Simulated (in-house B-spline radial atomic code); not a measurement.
How numerical settings move a run on the cadmium ion Cd²⁺, [Kr] 4d10. Computed with an all-electron radial atomic-structure program (B-spline basis): non-relativistic HSE06, spin-polarised, spherical fractional occupations, point nucleus.

Command:
```bash
python run_scf.py task.json out
```
Settings of the sound reference run:
```
Z                48
electrons        46
configuration    [Kr] 4d10
hamiltonian      nr
method           hse06
spin_polarised   True
knot_spacing     0.22
spline_order     8
gauss_points     12
box_radius       22.22
max_iterations   70
damping          0.5
damped_steps     3
diis_vectors     10
tolerance        1e-08
start            Thomas-Fermi
```

Run time, properties included: 0.73 s on 1 thread of Arm Neoverse N1 (shared host).

It converges in 9 iterations to -5466.207369 hartree, with 4d up at -32.6598 eV. The other runs change the listed settings, some to values that make no sense; their results aren't properties of the atom or ion. Radii are in bohr (the nuclear one in fm), a minus after a letter asks for a j subshell, and «unchanged» means within 1e-8 hartree. The run stops when the residual is below 10 × tolerance × max(1, Z/10), or a noise floor if that is larger, and the energy moves by less than 1e-8 × √|E| hartree; so very loose and very tight tolerances often act alike.

```tsv
changed settings	outcome
first_knot = 0.000208, max_iterations = 60, tolerance = 1e-10, start = bare nucleus	converged in 10 iterations, energy -1.93e-06 hartree from the reference, 4d up level -2.7e-04 eV
electrons = 47, configuration = [Kr] 4d11, max_iterations = 60	stopped with error: shell 4d holds at most 5 electrons (per spin)
knot_spacing = 0.3	converged in 9 iterations, energy +2.44e-05 hartree from the reference, 4d up level -5.3e-04 eV
knot_spacing = 2	converged in 9 iterations, energy +4.98e+02 hartree from the reference, 4d up level -2.9e+01 eV (the program warns: 4d up reaches the box edge; 1s up reaches the box edge)
electrons = 47, configuration = [Kr] 4d10 2f1, max_iterations = 50	stopped with error: there is no 2f shell
knot_spacing = 0.55	converged in 9 iterations, energy +2.51e-01 hartree from the reference, 4d up level -1.0e-02 eV
knot_spacing = 0.4	converged in 9 iterations, energy +2.15e-03 hartree from the reference, 4d up level +9.6e-04 eV
diis_vectors = 4	converged in 10 iterations, energy unchanged, 4d up level -2.6e-05 eV
knot_spacing = 0.1	converged in 9 iterations, energy -2.48e-05 hartree from the reference, 4d up level -3.3e-05 eV
knot_spacing = 1.4	converged in 9 iterations, energy +3.49e+02 hartree from the reference, 4d up level -2.4e+01 eV (the program warns: 1s up reaches the box edge; 1s down reaches the box edge)
knot_spacing = 1	converged in 9 iterations, energy +1.75e+01 hartree from the reference, 4d up level -1.4e+00 eV (the program warns: 4s up reaches the box edge; 4s down reaches the box edge)
box_radius = 2.22	converged in 8 iterations, energy +2.39e+00 hartree from the reference, 4d up level +1.9e+01 eV (the program warns: 4d up reaches the box edge; 4s up reaches the box edge)
box_radius = 4.44	converged in 9 iterations, energy +7.13e-03 hartree from the reference, 4d up level +2.2e-01 eV (the program warns: 4d up reaches the box edge; 4s up reaches the box edge)
knot_spacing = 0.75	converged in 10 iterations, energy +7.67e+00 hartree from the reference, 4d up level -1.1e+00 eV (the program warns: 4d up reaches the box edge; 3s up reaches the box edge)
diis_vectors = 2	converged in 13 iterations, energy unchanged, 4d up level -3.6e-05 eV
hamiltonian = dirac, method = revtpss,revtpss, spin_polarised = False, nucleus = fermi, rms_radius = 4.6087, mass_number = 114, atomic_mass = 113.9034, speed_of_light = 137.036	stopped with error: meta-GGAs are not served with the Dirac Hamiltonian
box_radius = 88.88	converged in 9 iterations, energy +1.54e-08 hartree from the reference, 4d up level +1.1e-06 eV
knot_spacing = 1.4, spline_order = 3, max_iterations = 100, tolerance = 0.001	converged in 8 iterations, energy +7.41e+02 hartree from the reference, 4d up level -7.7e+01 eV
box_radius = 3.33	converged in 9 iterations, energy +1.22e-01 hartree from the reference, 4d up level +2.1e+00 eV (the program warns: 4d up reaches the box edge; 4s up reaches the box edge)
diis_vectors = 0	converged in 19 iterations, energy unchanged, 4d up level -2.3e-05 eV
```

(1) What happens with box_radius = 6.67?

(2) What happens with spline_order = 4, gauss_points = 8, max_iterations = 75, tolerance = 1e-10?

(3) What happens with box_radius = 0.89, first_knot = 2.08e-05, max_iterations = 5, tolerance = 1e-06?

(4) What happens with diis_vectors = 1?

Results:

(1) Converged in 9 iterations, energy +1.71e-05 hartree from the reference, 4d up level +1.1e-03 eV (the program warns: 4d up reaches the box edge; 4d down reaches the box edge).

(2) Converged in 10 iterations, energy +2.92e-03 hartree from the reference, 4d up level -5.2e-04 eV.

(3) Not converged after 5 iterations, last residual 7.3e-03, last energy +2.50e+02 hartree from the reference.

(4) Not converged after 70 iterations, last residual 7.6e-01, last energy +1.59e+01 hartree from the reference.
